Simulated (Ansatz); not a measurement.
Consider the ligand exchange at the Si–N bond: `BN[SiH](O)F` + `BO` → `BO[SiH](O)F` + `BN`.

Computed with Ansatz on PBE0-D4/def2-TZVP structures; ΔE is electronic, products minus reactants. CCSD(T)/CBS is the MP2 limit (def2-TZVPP, def2-QZVPP) plus CCSD(T) − MP2 in def2-TZVPP, frozen cores. This one scheme is used for every species. DFT in def2-TZVPP. Each species was taken in one conformer, which may not be the lowest.

```tsv
species	r2SCAN0-D4 energy (Eh)
`BN[SiH](O)F`	-547.29197
`BO`	-101.87970
`BO[SiH](O)F`	-567.17888
`BN`	-82.01043
```

Question: Work out ΔE.

Answer: ΔE = (-567.17888) + (-82.01043) − (-547.29197) − (-101.87970) = -0.01764 Eh = -46.3 kJ/mol. CCSD(T)/CBS gives -44.3 kJ/mol.

Largest T1 diagnostic among the species: 0.014.

In def2-TZVPP, CCSD(T) changes the Hartree–Fock value by +10.9 kJ/mol (the triples alone add +1.6 kJ/mol) and MP2 by +11.3 kJ/mol. From BLYP to BHLYP (50 % exact exchange), in def2-TZVPP and without D4, ΔE moves by −3.8 kJ/mol. At CCSD(T), def2-SVP lies +9.8 kJ/mol from the extrapolated value and def2-TZVPP +0.6 kJ/mol.
